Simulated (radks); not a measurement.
Results of a calculation; reference values are marked as such.
Problem. All-electron atom: As+ in [Ar] 3d10 4s2 4p2. Code: a radial shooting solver on a logarithmic mesh with Libxc functionals. Model: non-relativistic Kohn-Sham, PBE, spin-unpolarised, spherical densities, point nucleus; hard spherical wall at 8 bohr. Some entries of the table are withheld. Estimate them.

| orbital | occ. | eigenvalue (eV) | r(max) (bohr) | <1/r> (bohr^-1) |
|---|---|---|---|---|
| 1s | 2 | -11549.50 | 0.03062 | 32.50 |
| 2s | 2 | -1456.768 | (1) | 7.162 |
| 2p | 6 | -1303.745 | 0.1378 | 7.136 |
| 3s | 2 | -193.6645 | 0.5310 | 2.328 |
| 3p | 6 | -142.0048 | 0.5250 | 2.209 |
| 3d | 10 | -51.4423 | 0.4760 | 1.915 |
| 4s | 2 | -22.8466 | 1.624 | 0.6882 |
| 4p | 2 | -13.3459 | (2) | 0.5598 |
| 5s | 0 | -4.1914 | 4.427 | 0.2909 |
| 4d | 0 | -2.8803 | (3) | 0.3196 |
| 5p | 0 | -1.4187 | 5.016 | 0.2842 |

Solution. 
(1) 2s r(max) (bohr): 0.1737
(2) 4p r(max) (bohr): 1.912
(3) 4d r(max) (bohr): 3.461
